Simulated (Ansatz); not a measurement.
BF2, doublet, at a GFN2-xTB geometry. Base run: PBE0/def2-SV(P) (Ansatz, a quantum-chemistry and plane-wave program).

Input for Ansatz:
Ansatz 0.2 input:
```yaml
crystal:
  periodic: [false, false, false]
  atoms:
    - {symbol: F, position_ang: [-1.09933277, -0.18974845, 0.05097832]}
    - {symbol: B, position_ang: [-0.01799801, 0.56075196, -0.01779468]}
    - {symbol: F, position_ang: [1.10933166, -0.12178042, -0.04109239]}
basis:
  gaussian:
    orbitals: def2-SV_P_.json
hamiltonian:
  xc: pbe0
magnetization: {spin_polarized: true, initial_magnetization: 1}
```
The basis file holds def2-SV(P) in the JSON format of the Basis Set Exchange.

The base run was repeated with changes; each row names its change, and settings that it needs were set with it.

```
change                                                           ΔE vs base (µEh)
---------------------------------------------------------------  ----------------
base                                                                          0.0
forces = on                                                                   0.0
accuracy = high                                                              -1.2
final_grid = 10, 20, 41                                                      -0.6
final_grid = 14, 28, 59                                                      -0.4
final_grid = 4, 8, 17                                                        -375
point_charge = charge:0.5 position_ang:-0.8377, 2.4507, -3.2836              1658
nuclear_model = gaussian                                                     44.0
lower_state_search = light                                                    0.0
fitting.mean_field = cc-pVTZ-JKFIT                                          -32.3
lower_state_search = full                                                     0.0
```
